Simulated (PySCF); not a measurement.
C$_{4}$H$_{8}$NO, doublet, at a GFN2-xTB geometry; MP2/6-31G* (PySCF).

The PySCF input:
```python
from pyscf import gto, scf, mp

mol = gto.M(
    atom='''
C     1.659766   -0.942007   -0.153163
C     0.794344    0.148465    0.134096
O     1.208022    1.205127    0.615242
N    -0.553754   -0.021859   -0.120372
C    -1.467719    1.005559    0.303373
C    -1.128540   -1.214969   -0.685988
H     1.318258   -1.926775   -0.404612
H     2.710339   -0.791437    0.012727
H    -2.066994    1.356350   -0.540332
H    -2.137777    0.632402    1.083308
H    -0.878152    1.831237    0.698931
H    -0.571829   -1.539551   -1.565524
H    -1.158618   -2.035365    0.039508
H    -2.150228   -0.997155   -0.993250
''',
    basis='6-31g*',
    charge=0,
    spin=1,
    verbose=4,
)

mf = scf.UHF(mol)
mf.kernel()

pt = mp.MP2(mf)
pt.kernel()
print('E(MP2) = %.10f' % pt.e_tot)
```

It wrote (shortened):

```
PySCF version 2.14.0

[INPUT] verbose = 4
[INPUT] num. atoms = 14
[INPUT] num. electrons = 47
[INPUT] charge = 0
[INPUT] spin (= nelec alpha-beta = 2S) = 1
[INPUT] symmetry False subgroup None
[INPUT] Mole.unit = angstrom
[INPUT] Symbol           X                Y                Z      unit          X                Y                Z       unit  Magmom
[INPUT]  1 C      1.659766000000  -0.942007000000  -0.153163000000 AA    3.136503170865  -1.780135237423  -0.289436122417 Bohr   0.0
[INPUT]  2 C      0.794344000000   0.148465000000   0.134096000000 AA    1.501092608692   0.280558189084   0.253404714400 Bohr   0.0
[INPUT]  3 O      1.208022000000   1.205127000000   0.615242000000 AA    2.282830732449   2.277359975319   1.162638880330 Bohr   0.0
[INPUT]  4 N     -0.553754000000  -0.021859000000  -0.120372000000 AA   -1.046443400382  -0.041307523357  -0.227470113066 Bohr   0.0
[INPUT]  5 C     -1.467719000000   1.005559000000   0.303373000000 AA   -2.773586937821   1.900231112092   0.573291883588 Bohr   0.0
[INPUT]  6 C     -1.128540000000  -1.214969000000  -0.685988000000 AA   -2.132631520617  -2.295958659837  -1.296329444738 Bohr   0.0
[INPUT]  7 H      1.318258000000  -1.926775000000  -0.404612000000 AA    2.491146581517  -3.641077053659  -0.764605866713 Bohr   0.0
[INPUT]  8 H      2.710339000000  -0.791437000000   0.012727000000 AA    5.121798414728  -1.495599174847   0.024050544387 Bohr   0.0
[INPUT]  9 H     -2.066994000000   1.356350000000  -0.540332000000 AA   -3.906052561119   2.563130029054  -1.021079496338 Bohr   0.0
[INPUT] 10 H     -2.137777000000   0.632402000000   1.083308000000 AA   -4.039813045394   1.195066580627   2.047155428550 Bohr   0.0
[INPUT] 11 H     -0.878152000000   1.831237000000   0.698931000000 AA   -1.659466775739   3.460536399170   1.320788169968 Bohr   0.0
[INPUT] 12 H     -0.571829000000  -1.539551000000  -1.565524000000 AA   -1.080600200084  -2.909329744800  -2.958411601434 Bohr   0.0
[INPUT] 13 H     -1.158618000000  -2.035365000000   0.039508000000 AA   -2.189470702991  -3.846282413525   0.074659299729 Bohr   0.0
[INPUT] 14 H     -2.150228000000  -0.997155000000  -0.993250000000 AA   -4.063342025371  -1.884349853741  -1.876970473224 Bohr   0.0

nuclear repulsion = 242.638001373072
number of shells = 52
number of NR pGTOs = 194
number of NR cGTOs = 100
basis = 6-31g*
ecp = {}

******** <class 'pyscf.scf.uhf.UHF'> ********
method = UHF
initial guess = minao
damping factor = 0
level_shift factor = 0
DIIS = <class 'pyscf.scf.diis.CDIIS'>
diis_start_cycle = 1
diis_space = 8
diis_damp = 0
SCF conv_tol = 1e-09
SCF conv_tol_grad = None
SCF max_cycles = 50
direct_scf = True
direct_scf_tol = 1e-13
number electrons alpha = 24  beta = 23
Set gradient conv threshold to 3.16228e-05
init E= -286.554639366773

cycle= 1 E= -285.180407299514  delta_E= 1.37  |g|= 0.609  |ddm|= 2.37
cycle= 2 E= -285.281126747831  delta_E= -0.101  |g|= 0.515  |ddm|= 1.02
cycle= 3 E= -285.38549825864  delta_E= -0.104  |g|= 0.0685  |ddm|= 0.47
cycle= 4 E= -285.393427857461  delta_E= -0.00793  |g|= 0.0315  |ddm|= 0.136
cycle= 5 E= -285.395445524307  delta_E= -0.00202  |g|= 0.0194  |ddm|= 0.0658
cycle= 6 E= -285.39664417486  delta_E= -0.0012  |g|= 0.0127  |ddm|= 0.0643
cycle= 7 E= -285.397185874683  delta_E= -0.000542  |g|= 0.00936  |ddm|= 0.0411
cycle= 8 E= -285.397581529261  delta_E= -0.000396  |g|= 0.00704  |ddm|= 0.0382
cycle= 9 E= -285.397892958016  delta_E= -0.000311  |g|= 0.00502  |ddm|= 0.0412
cycle= 10 E= -285.398081464885  delta_E= -0.000189  |g|= 0.00305  |ddm|= 0.0378
cycle= 11 E= -285.398146126074  delta_E= -6.47e-05  |g|= 0.00167  |ddm|= 0.026
cycle= 12 E= -285.398159118088  delta_E= -1.3e-05  |g|= 0.000812  |ddm|= 0.00943
cycle= 13 E= -285.398162264741  delta_E= -3.15e-06  |g|= 0.00025  |ddm|= 0.00649
cycle= 14 E= -285.398162412179  delta_E= -1.47e-07  |g|= 0.000106  |ddm|= 0.000971
cycle= 15 E= -285.398162431328  delta_E= -1.91e-08  |g|= 5.23e-05  |ddm|= 0.000254
cycle= 16 E= -285.398162437384  delta_E= -6.06e-09  |g|= 2.67e-05  |ddm|= 0.000164
cycle= 17 E= -285.398162439047  delta_E= -1.66e-09  |g|= 1.29e-05  |ddm|= 8.36e-05
cycle= 18 E= -285.398162439453  delta_E= -4.06e-10  |g|= 7.46e-06  |ddm|= 5.01e-05
Extra cycle  E= -285.398162439553  delta_E= -1e-10  |g|= 5.77e-06  |ddm|= 1.34e-05
converged SCF energy = -285.398162439553  <S^2> = 0.80133832  2S+1 = 2.0506958

******** <class 'pyscf.mp.ump2.UMP2'> ********
nocc = (np.int64(24), np.int64(23)), nmo = (100, 100)
E(UMP2) = -286.230544761819  E_corr = -0.832382322265535
E(SCS-UMP2) = -286.210412551781  E_corr = -0.812250112228023
E_corr(same-spin) = -0.215317701335329
E_corr(oppo-spin) = -0.617064620930206
E(MP2) = -286.2305447618
```
